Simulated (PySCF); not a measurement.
The vertical singlet excitations below were computed for one of the candidates. Level of theory: TDDFT CAM-B3LYP/def2-SVPD, vertical, gas phase, core orbitals frozen in the response in PySCF 2.14.0, density-fitted response routines. Geometries: GFN2-xTB, one conformer each.

| state | E (eV) | f |
| --- | --- | --- |
| S1 | 6.59 | 0.0013 |
| S2 | 6.77 | 0.011 |
| S3 | 6.80 | 0.0051 |
| S4 | 6.92 | 0.0044 |
| S5 | 6.96 | 0.025 |
| S6 | 7.15 | 0.0007 |
| S7 | 7.40 | 0.055 |
| S8 | 7.60 | 0.021 |

Question: Which candidate is it? All have the formula C6H10OSi.
A. `O(C)[Si]1(C)C=CC=C1`
B. `C=C(C#C[SiH2]C)CO`
C. `CC#C[C@H]1CO[SiH2]C1`
D. `C[SiH2]c1ccc(C)o1`
E. `c1oc([SiH3])c(CC)c1`

Answer: C. Its S1, at 6.59 eV, is the highest among the candidates; the nearest of the others has S1 at 5.79 eV. S1 is HOMO→LUMO (18%), HOMO→LUMO+8 (14%), HOMO-1→LUMO+4 (10%). Löwdin shares by element: HOMO carbon 79% or more (atoms not listed hold the other 21%); LUMO carbon 32% or more, silicon 16% (atoms not listed hold the other 52%). At the same level the other candidates give, for their lowest levels:
- `CCc1ccoc1[SiH3]`: 5.79 eV (f 0.261); 6.29 eV (f 0.011); 6.59 eV (f 0.001); 6.80 eV (f 0.015); 6.96 eV (f 0.006); T1 3.78 eV; HOMO -7.76, LUMO 0.88 eV
- `C[SiH2]c1ccc(C)o1`: 5.71 eV (f 0.365); 6.10 eV (f 0.006); 6.77 eV (f 0.003); 6.81 eV (f 0.002); 6.91 eV (f 0.012); T1 3.77 eV; HOMO -7.54, LUMO 0.97 eV
- `C=C(C#C[SiH2]C)CO`: 5.34 eV (f 0.023); 5.48 eV (f 0.266); 5.75 eV (f 0.001); 6.37 eV (f 0.001); 6.82 eV (f 0.007); T1 3.44 eV; HOMO -8.50, LUMO -0.16 eV
- `CO[Si]1(C)C=CC=C1`: 4.17 eV (f 0.044); 4.99 eV (f 0.001); 5.79 eV (f 0.018); 6.53 eV (f 0.000); 6.80 eV (f 0.001); T1 2.49 eV; HOMO -7.87, LUMO -0.49 eV
Triplets come from the Tamm–Dancoff approximation.
